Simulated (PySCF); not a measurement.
A structure optimised at r2SCAN-D4/def2-SVP, used in a PySCF frequency run:

```xyz
11

Si     1.4034    -0.6687    -0.4487
F      1.8248     0.2775    -1.7184
Si    -0.6299     0.1067     0.3992
O     -0.5615     1.6203     1.0698
O     -1.8023     0.2303    -0.7762
O     -0.9669    -0.9824     1.6001
H      1.2942    -2.0719    -0.9543
H      2.5028    -0.6064     0.5584
H     -0.8500     2.3415     0.4970
H     -1.9389    -0.5289    -1.3550
H     -1.6148    -0.7105     2.2638
```

Problem. Write its SMILES and formula.

Solution. O[Si](O)(O)[SiH2]F, FH5O3Si2

Problem. What are its rotational constants (standard atomic weights)?

Solution. 3.2278, 1.4393, 1.3290 GHz
